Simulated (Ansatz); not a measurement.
`BrC[SiH2]Br`. The species carries charge 0 and has multiplicity 1. Correlated methods include outer-core shells of Br, which these sets cover unevenly. Scalar relativity is left out up to krypton.

| atom | x (Å) | y (Å) | z (Å) |
| --- | --- | --- | --- |
| Br1 | -0.627 | 1.457 | -1.790 |
| C2 | -0.608 | -0.183 | -0.741 |
| Si3 | 0.551 | 0.135 | 0.691 |
| Br4 | 0.627 | -1.702 | 1.947 |
| H5 | -1.631 | -0.379 | -0.426 |
| H6 | -0.268 | -0.984 | -1.395 |
| H7 | 0.041 | 1.245 | 1.523 |
| H8 | 1.915 | 0.411 | 0.191 |

Q: Give the diagnostics of a CCSD(T)/def2-TZVPP run (frozen core, Ansatz 0.2.0). (Best estimate.)

A: The calculation gave: T1 = 0.0079, largest single amplitude 0.014, largest double 0.019, (T) share of the correlation energy 3.5 %, 8 CCSD cycles. The RHF solution is stable towards an unrestricted one. T1 lies under the customary mark of 0.02 for closed shells.
